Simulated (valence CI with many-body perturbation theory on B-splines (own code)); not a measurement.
**Level structure of Ir⁵⁴⁺**

Method: configuration interaction combined with many-body perturbation theory (CI+MBPT): five valence electrons over a frozen Dirac-Fock core [Ar], radial functions for each j: 7 s, 7 p, 8 d, 6 f, 4 g, 1 h, with the one-electron correlation potential Σ1 (screened to all orders), the two-electron term Σ2, the three-electron term Σ3, Breit, model QED; selected single and double excitations, second order for the rest, scaled by the run's own slope (own B-spline code, finite nucleus).

The last digits are not significant, and no measured levels were compared; by estimate large intervals hold to a few tenths of a per cent, small ones and those within an open d or f shell to about a per cent. Excitations out of the core, of the other parity, are not computed and may begin above about 263 eV (a cautious bound); beyond it only levels of the ground parity were kept, without lifetimes. Only levels of the ground parity were solved; by the run's estimate the other parity begins above the list, which can be wrong where configurations are misplaced.

Levels 1 to 37 of 37, with energies above the lowest level, (3d3/2^4 3d5/2) J=5/2. "Leading %" is the weight of the configuration and term that name the level; weights of strongly mixed levels are sums over their largest components and can fall short. In the jj column 3d3/2^4 stands for four electrons in 3d with j = 3/2.

```
No.  Configuration  Term     J  E (cm⁻¹)  Leading %  Second component      g               Leading jj
  1            3d⁵    ²D   5/2         0         26       24 % 3d⁵ ⁴P  1.264     3d3/2^4 3d5/2 (98 %)
  2            3d⁵    ⁶S   5/2    585610         34       22 % 3d⁵ ²F  1.327   3d3/2^3 3d5/2^2 (96 %)
  3            3d⁵    ⁴G   7/2    682840         32       26 % 3d⁵ ²F  1.158  3d3/2^3 3d5/2^2 (100 %)
  4            3d⁵    ²H  11/2    692370         45       31 % 3d⁵ ⁴G  1.095   3d3/2^3 3d5/2^2 (99 %)
  5            3d⁵    ⁴D   3/2    699960         38       28 % 3d⁵ ⁴P  1.140   3d3/2^3 3d5/2^2 (99 %)
  6            3d⁵    ²G   9/2    741580         33       25 % 3d⁵ ⁴G  1.128   3d3/2^3 3d5/2^2 (98 %)
  7            3d⁵    ²D   5/2    774950         36       25 % 3d⁵ ⁴D  1.126   3d3/2^3 3d5/2^2 (97 %)
  8            3d⁵    ⁴P   1/2    809510         39       33 % 3d⁵ ²S  1.771   3d3/2^3 3d5/2^2 (94 %)
  9            3d⁵    ²F   7/2    811890         39       34 % 3d⁵ ²G  1.067   3d3/2^3 3d5/2^2 (99 %)
 10            3d⁵    ²D   3/2    962560         64       18 % 3d⁵ ⁴F  0.799   3d3/2^3 3d5/2^2 (94 %)
 11            3d⁵    ⁶S   5/2   1258900         36       26 % 3d⁵ ²D  1.313   3d3/2^2 3d5/2^3 (95 %)
 12            3d⁵    ⁴D   7/2   1333600         52       42 % 3d⁵ ⁴G  1.207  3d3/2^2 3d5/2^3 (100 %)
 13            3d⁵    ⁴G  11/2   1335500         50       49 % 3d⁵ ²I  1.087   3d3/2^2 3d5/2^3 (99 %)
 14            3d⁵    ⁴G   9/2   1353100         64       35 % 3d⁵ ²G  1.139   3d3/2^2 3d5/2^3 (98 %)
 15            3d⁵    ²I  13/2   1377100        100                    1.064  3d3/2^2 3d5/2^3 (100 %)
 16            3d⁵    ⁴D   1/2   1397500         79       17 % 3d⁵ ²S  0.435   3d3/2^2 3d5/2^3 (99 %)
 17            3d⁵    ⁴P   3/2   1407200         54       35 % 3d⁵ ⁴F  1.159   3d3/2^2 3d5/2^3 (98 %)
 18            3d⁵    ²F   5/2   1415500         42       33 % 3d⁵ ⁴D  1.020   3d3/2^2 3d5/2^3 (98 %)
 19            3d⁵    ²H   9/2   1459700         53       47 % 3d⁵ ⁴F  1.095  3d3/2^2 3d5/2^3 (100 %)
 20            3d⁵    ²G   7/2   1480300         61       35 % 3d⁵ ²F  0.978  3d3/2^2 3d5/2^3 (100 %)
 21            3d⁵    ⁴F   5/2   1500400         65       26 % 3d⁵ ²D  1.046   3d3/2^2 3d5/2^3 (99 %)
 22            3d⁵    ²D   3/2   1502000         84       15 % 3d⁵ ⁴D  0.854   3d3/2^2 3d5/2^3 (94 %)
 23            3d⁵    ²G   7/2   1555200         48       33 % 3d⁵ ²F  1.026   3d3/2^2 3d5/2^3 (98 %)
 24            3d⁵    ⁴P   1/2   1556400         46       41 % 3d⁵ ²P  1.749   3d3/2^2 3d5/2^3 (90 %)
 25            3d⁵    ²G   9/2   1630500         80       10 % 3d⁵ ⁴F  1.102   3d3/2^2 3d5/2^3 (98 %)
 26            3d⁵    ²P   3/2   1762000         74       23 % 3d⁵ ²D  1.176   3d3/2^2 3d5/2^3 (98 %)
 27            3d⁵    ²D   5/2   1795900         80       10 % 3d⁵ ²F  1.174   3d3/2^2 3d5/2^3 (96 %)
 28            3d⁵    ⁴P   5/2   2018100         34       26 % 3d⁵ ²F  1.238     3d3/2 3d5/2^4 (97 %)
 29            3d⁵    ²F   7/2   2095300         28       26 % 3d⁵ ⁴F  1.176    3d3/2 3d5/2^4 (100 %)
 30            3d⁵    ²H  11/2   2106400         54       27 % 3d⁵ ²I  1.067    3d3/2 3d5/2^4 (100 %)
 31            3d⁵    ⁴D   3/2   2122400         31       28 % 3d⁵ ²D  0.993     3d3/2 3d5/2^4 (99 %)
 32            3d⁵    ²G   9/2   2168800         52       19 % 3d⁵ ⁴F  1.111     3d3/2 3d5/2^4 (98 %)
 33            3d⁵    ²D   5/2   2208900         59       23 % 3d⁵ ²F  1.106     3d3/2 3d5/2^4 (96 %)
 34            3d⁵    ²G   7/2   2238400         50       36 % 3d⁵ ²F  1.014     3d3/2 3d5/2^4 (98 %)
 35            3d⁵    ²P   1/2   2300000         46       38 % 3d⁵ ²S  1.332     3d3/2 3d5/2^4 (94 %)
 36            3d⁵    ²D   3/2   2438700         74       16 % 3d⁵ ²P  0.856     3d3/2 3d5/2^4 (97 %)
 37            3d⁵    ²D   5/2   2847000         37       24 % 3d⁵ ²F  1.151           3d5/2^5 (98 %)
```

The ionisation energy to 3d⁴ ³P0 of the next ion comes out as 5229.5 eV (NIST: 5229 ± 5 eV (theoretical)). All 37 levels together are meant to be complete up to 2119000 cm⁻¹.
